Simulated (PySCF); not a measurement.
# Electron correlation in Ar⁺ (argon, charge +1)

[Ne] 3s2 3p5, 2P determinant. All numbers are calculated (PySCF 2.14, scalar relativity by spin-free X2C-1e, in aug-cc-pCVTZ-DK). Frozen: [Ne]; 7 electrons correlated.

```csv
level,correlation energy (mhartree)
CCSD,-196.03
(T),-5.70
CCSD(T),-201.73
```

Diagnostics: T1 = 0.0065, D1 = 0.0221, largest double amplitude 0.042.

Cost of the coupled-cluster step: about 11 core-seconds, for 7 correlated electrons.

Iterations:

```
CC2 = 0
CCSD nocc = (np.int64(4), np.int64(3)), nmo = (70, 70)
frozen orbitals [[0, 1, 2, 3, 4], [0, 1, 2, 3, 4]]
max_cycle = 100
direct = 0
conv_tol = 1e-08
conv_tol_normt = 1e-06
diis_space = 8
diis_start_cycle = 0
Init t2, MP2 energy = -0.171518799810685
Init E_corr(UCCSD) = -0.171518799811527
cycle = 1  E_corr(UCCSD) = -0.190453872690048  dE = -0.0189350729  norm(t1,t2) = 0.0367871
cycle = 2  E_corr(UCCSD) = -0.194392496206367  dE = -0.00393862352  norm(t1,t2) = 0.0117387
cycle = 3  E_corr(UCCSD) = -0.196095244571646  dE = -0.00170274837  norm(t1,t2) = 0.00471753
cycle = 4  E_corr(UCCSD) = -0.196033837781761  dE = 6.14067899e-05  norm(t1,t2) = 0.000564789
cycle = 5  E_corr(UCCSD) = -0.196031677560056  dE = 2.16022171e-06  norm(t1,t2) = 8.47864e-05
cycle = 6  E_corr(UCCSD) = -0.196033113553754  dE = -1.4359937e-06  norm(t1,t2) = 2.28192e-05
cycle = 7  E_corr(UCCSD) = -0.196033113052302  dE = 5.01451464e-10  norm(t1,t2) = 5.15069e-06
cycle = 8  E_corr(UCCSD) = -0.196033094352035  dE = 1.87002678e-08  norm(t1,t2) = 1.07717e-06
cycle = 9  E_corr(UCCSD) = -0.196033098812372  dE = -4.46033765e-09  norm(t1,t2) = 2.94968e-07
UCCSD converged
E(UCCSD) = -528.2834251046082  E_corr = -0.1960330988123723
UCCSD(T) correction = -0.00570265287373513
```
